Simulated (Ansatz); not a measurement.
Basis-set extrapolation for C2H6Cl2Si (`C[SiH2]C(Cl)Cl`) (PBE0-D4/def2-TZVP geometry, frozen core, Ansatz). Multiplicity 1, RHF reference.

```csv
,def2-TZVPP,def2-QZVPP
HF,-1287.230113,-1287.268261
MP2 correlation,-0.856173,-0.927322
CCSD(T) correlation,-0.961360,not run
```

Energies in hartree. Use E(X) = E(∞) + A·exp(−7.88·√X) for Hartree–Fock and E(X) = E(∞) + B·X^(−2.97) for correlation, with X = 3 and 4, and add CCSD(T) minus MP2 of the smaller set to the MP2 limit.

Task: What is the CCSD(T) energy at the basis-set limit?

Result: HF limit: -1287.268261 + (-0.038148) × 0.13774 = -1287.27352. MP2 limit: -0.927322 + (-0.071149) × 0.74074 = -0.98002. Higher-order term: -0.961360 − (-0.856173) = -0.10519. Total: -1288.35873 hartree, 4.55 eV below CCSD(T)/def2-TZVPP.
